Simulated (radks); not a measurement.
N4+, 3 electrons, occupied as [He] 3d1 (not the ground configuration). Calculated with a radial shooting solver on a logarithmic mesh with Libxc functionals: non-relativistic Kohn-Sham, LDA (Slater exchange, Perdew-Wang correlation), spin-polarised, spherical densities, point nucleus; open shells are filled with parallel spins first.

Unscreened Slater integrals over Kohn-Sham orbitals (cm^-1). They are taken over the spin-up orbitals.

\begin{tabular}{lr}
integral & value \\ \hline
F0(3d,3d) & 94481 \\
F2(3d,3d) & 49911 \\
F4(3d,3d) & 32568 \\
F0(3d,1s) & 121960 \\
G2(3d,1s) & 512.72 \\
F0(1s,1s) & 903820 \\
\end{tabular}

Derived for the open shells (J is the average intra-shell exchange parameter used in DFT+U). 3d: Racah B = F2/49 - 5 F4/441 = 649.3 cm^-1, C = 35 F4/441 = 2585 cm^-1, C/B = 3.98, F4/F2 = 0.653, J = (F2 + F4)/14 = 5891 cm^-1.
